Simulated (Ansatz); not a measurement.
Calculated with Ansatz (gas phase, PBE0-D4/def2-TZVP geometries, no zero-point term in ΔE). CBS: MP2 limit from def2 TZ/QZ plus the TZ coupled-cluster correction, frozen cores. This one scheme is used for every species. DFT in def2-TZVPP. B3LYP here is the variant with VWN-RPA as its local correlation; programs differ in this. For Br outer-core shells are correlated without core-valence functions, which leaves a few kJ/mol of doubt a bond. Scalar relativity is left out up to krypton. Each species was taken in one conformer, which may not be the lowest.

`OC([SiH3])Cl` + HBr → `[SiH3]C(Cl)Br` + H₂O  (substitution at a C–O bond)

Is it downhill or uphill in electronic energy at CCSD(T)/CBS, and by how much? (Best estimate.)

Computed: Downhill: ΔE = -0.25 eV.

What do these levels give: r2SCAN-D4, B3LYP-D4, B3LYP, HF/def2-TZVPP, MP2/def2-TZVPP, MP2/CBS(def2)? (Best estimate.)

Ansatz gave: r2SCAN-D4 -0.10, B3LYP-D4 -0.12, B3LYP -0.06, HF/def2-TZVPP 0.00, MP2/def2-TZVPP -0.30, MP2/CBS(def2) -0.36 eV.

Largest T1 diagnostic among the species: 0.011.

In def2-TZVPP, CCSD(T) changes the Hartree–Fock value by −0.18 eV (the triples alone add −0.02 eV) and MP2 by −0.30 eV. The D4 term adds −0.06 eV with B3LYP and −0.03 eV with PBE0; it sums over pairs of atoms, weighted by their polarisabilities, and B3LYP, whose exchange is more repulsive, gets the larger term.
